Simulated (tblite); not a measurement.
Q: Write a Z-matrix for `[CH2]/C=C/CCCC` [radical] as optimised with GFN2-xTB. (Doublet state.)

A: 
Z-matrix in Å and degrees, rows numbered from 1:
```
C 
C   1  1.3688
C   2  1.3778  1  124.50
C   3  1.4835  2  124.16  1  -179.66
C   4  1.5374  3  111.65  2   117.43
C   5  1.5262  4  111.83  3   178.65
C   6  1.5238  5  111.77  4   179.95
H   1  1.0741  2  121.66  3  -179.71
H   1  1.0758  2  120.93  3     0.12
H   2  1.0839  1  118.05  3   179.64
H   3  1.0811  2  118.97  1    -1.09
H   4  1.0965  3  109.60  2  -123.09
H   4  1.0922  3  110.20  2    -4.35
H   5  1.0924  4  109.15  3    57.36
H   5  1.0924  4  109.05  3   -60.05
H   6  1.0925  5  109.31  4    58.76
H   6  1.0927  5  109.26  4   -58.82
H   7  1.0876  6  110.57  5   179.97
H   7  1.0879  6  110.55  5    59.93
H   7  1.0879  6  110.54  5   -59.95
```

The 6 C–C bonds span 1.369 Å (C1–C2, drawn single in one of several resonance forms) to 1.537 Å (C4–C5, drawn single), a spread of 0.168 Å. C1 (carbon bonded to C and 2 H) is planar (angles 121.7°, 120.9° and 117.4°, sum 360.0°, 0.00 Å off the plane of its three neighbours). Of the pairs four or more bonds apart, H10···H13 is among the closest relative to their van der Waals radii: 2.38 Å, 99 % of the sum of Bondi's values. C2 (carbon bonded to 2 C and H) is planar (angles 124.5°, 118.0° and 117.4°, sum 360.0°, 0.00 Å off the plane of its three neighbours).

The geometry is computed with GFN2-xTB (gas phase). This method treats the open shell by occupation alone, without spin polarisation.

Point group: C1 (no symmetry element, even within 0.4 Å). Its GFN2-xTB frequencies are all real (lowest 38 cm⁻¹). Torsions: H–C1–C2–C3 180° and 0°, C2–C3–C4–C5 117°, C3–C4–C5–C6 179°, C4–C5–C6–C7 180°. 3 starts were optimised and ended at 0.00, 1.32 and 1.60 kcal/mol (GFN2-xTB); the lowest of these is shown.

One conformer stands for the species.
